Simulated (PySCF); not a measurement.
C4H7BO, SMILES C1B(C)OC1=C. Geometry: PBE-D3(BJ)/def2-SVP. This is a generated structure with no PubChem entry under its InChIKey; it may be hypothetical.

Computed equilibrium geometry at PBE-D3(BJ)/def2-SVP (PySCF confirms it by a frequency run) as a Z-matrix, and its point group:
point group Cs.
```
B
O 1 1.4010
C 2 1.4149 1 90.61
C 3 1.3377 2 125.15 1 180.00
H 4 1.0981 3 119.84 2 180.00
H 4 1.0993 5 119.40 3 180.00
C 3 1.5170 4 138.50 5 0.00
H 7 1.1089 3 115.11 4 -63.75
H 7 1.1089 8 108.61 3 -130.71
C 1 1.5573 2 126.23 3 180.00
H 10 1.1076 1 112.91 2 0.00
H 10 1.1113 11 108.72 1 122.76
H 10 1.1113 11 108.72 12 114.48
```
Charge 0, spin multiplicity 1.
